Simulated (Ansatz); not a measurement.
CH4FGaSi. Total charge 0; spin multiplicity 1. The bonds changed during the relaxation, so this is another structure than the one it started from. Geometry: relaxed with PBE0-D4/def2-TZVP.

```xyz
8

F     1.695    0.579    0.820
Ga    0.573   -2.337    0.513
C    -0.540   -0.741   -0.205
Si    0.289    0.871    0.064
H    -1.509   -0.791    0.306
H    -0.708   -0.940   -1.270
H    -0.457    1.788    0.964
H     0.658    1.572   -1.193
```

**Question.** What is the dipole moment at PBE/def2-TZVPP? (Best estimate.)

**Answer.** The calculation gave: 1.96 D, with components (-1.46, -1.14, -0.64) D in this frame, pointing from negative to positive charge.

**Question.** And with r2SCAN, B3LYP, ωB97M-V? (An estimate is asked.)

**Answer.** Ansatz gave: r2SCAN 1.98 D, B3LYP 1.98 D, ωB97M-V 1.96 D.

**Question.** Give the Mulliken charges with PBE, ωB97M-V, B3LYP in def2-TZVPP. (An estimate is asked.)

**Answer.** The calculation gave: 
| atom | PBE | ωB97M-V | B3LYP |
| --- | --- | --- | --- |
| F1 | -0.31 | -0.35 | -0.36 |
| Ga2 | 0.23 | 0.28 | 0.26 |
| C3 | -0.41 | -0.57 | -0.46 |
| Si4 | 0.46 | 0.49 | 0.55 |
| H5 | 0.11 | 0.13 | 0.10 |
| H6 | 0.11 | 0.13 | 0.10 |
| H7 | -0.09 | -0.06 | -0.10 |
| H8 | -0.09 | -0.06 | -0.10 |

B3LYP here is the variant with VWN-RPA as its local correlation; programs differ in this.
